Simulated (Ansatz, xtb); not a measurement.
**Two isomers of CH10N2O2Si2**

We compare a, `C[Si@@H](N)O[Si@H](N)O`, a singlet, with b, `C[Si@@H](N)O[Si@@H](N)O`, a singlet. Both are isolated molecules in the gas phase, relaxed with r2SCAN-D4/def2-SVP; each stands in its lowest conformer found.

a (Å):

```xyz
17

C     0.4122    2.1215   -2.4340
N    -0.0192   -0.6869   -1.7152
N    -2.9363    2.4312    1.5707
O    -1.1835    1.3761   -0.1599
O    -1.9828    3.9918   -0.5149
Si   -0.7594    0.8681   -1.7041
Si   -1.5799    2.8009    0.5788
H     0.6570    1.8882   -3.4819
H     1.3550    2.1548   -1.8621
H    -0.0352    3.1276   -2.3899
H    -2.0249    0.7406   -2.4861
H     0.9192   -0.7952   -1.3402
H    -0.5760   -1.5085   -1.4995
H    -0.3858    3.3599    1.2626
H    -3.2737    3.0948    2.2610
H    -3.0408    1.4776    1.9038
H    -2.8596    3.8822   -0.9056
```

b (Å):

```yaml
atoms:
  - { symbol: C, position_ang: [-0.1044, -0.3903, -1.6158] }
  - { symbol: N, position_ang: [1.1734, -1.7442, 0.6467] }
  - { symbol: N, position_ang: [1.9358, 3.4495, 0.7802] }
  - { symbol: O, position_ang: [0.7557, 1.0573, 0.6956] }
  - { symbol: O, position_ang: [-0.1877, 3.0721, -0.9525] }
  - { symbol: Si, position_ang: [0.1368, -0.4326, 0.2339] }
  - { symbol: Si, position_ang: [0.4204, 2.6682, 0.5445] }
  - { symbol: H, position_ang: [-0.6950, 0.4957, -1.8990] }
  - { symbol: H, position_ang: [-0.6158, -1.2927, -1.9852] }
  - { symbol: H, position_ang: [0.8693, -0.3173, -2.1301] }
  - { symbol: H, position_ang: [-1.1357, -0.6465, 0.9831] }
  - { symbol: H, position_ang: [2.0564, -1.8620, 0.1584] }
  - { symbol: H, position_ang: [1.2726, -2.0200, 1.6191] }
  - { symbol: H, position_ang: [-0.6845, 3.0409, 1.4647] }
  - { symbol: H, position_ang: [1.9860, 4.4582, 0.8832] }
  - { symbol: H, position_ang: [2.6228, 2.9920, 1.3719] }
  - { symbol: H, position_ang: [0.4772, 3.0798, -1.6533] }
```

Q: Estimate which is lower in electronic energy at CCSD(T)/def2-SVP + ΔMP2/def2-TZVPP, and by roughly how much.

A: Too close to call at this level: CCSD(T)/def2-SVP + ΔMP2/def2-TZVPP gives E(b) − E(a) = −0.05 kcal/mol.

Level by level:

```tsv
level	geometry	E(b) − E(a) (kcal/mol)	departure from the last row (kcal/mol)	job, with rough time for the two
r2SCAN-D4/def2-SVP	r2SCAN-D4/def2-SVP	+0.07	+0.12	optimisation, 3.1 min
HF/def2-SVP	r2SCAN-D4/def2-SVP	−0.05	−0.01	part of the CCSD(T) run
MP2/def2-SVP	r2SCAN-D4/def2-SVP	+0.12	+0.17	part of the CCSD(T) run
CCSD(T)/def2-SVP	r2SCAN-D4/def2-SVP	+0.12	+0.16	single point
CCSD(T)/def2-SVP + ΔMP2/def2-TZVPP	r2SCAN-D4/def2-SVP	−0.05		single point, 2.1 min
```

As drawn, both hold the same kinds of bond in the same numbers.

The largest departure from CCSD(T)/def2-SVP + ΔMP2/def2-TZVPP is that of MP2/def2-SVP, 0.17 kcal/mol. A small imaginary or near-zero mode remains, so no thermal terms are given. Levels run at GFN2-xTB geometries aren't shown. The last row adds to CCSD(T) the change of the MP2 difference between the two basis sets, here −0.16 kcal/mol.

The correlated steps freeze 15 core orbitals. Codes used: Ansatz 0.2.0, xtb 6.7.1; the last row on 4 threads of Arm Neoverse V1 on a shared host.
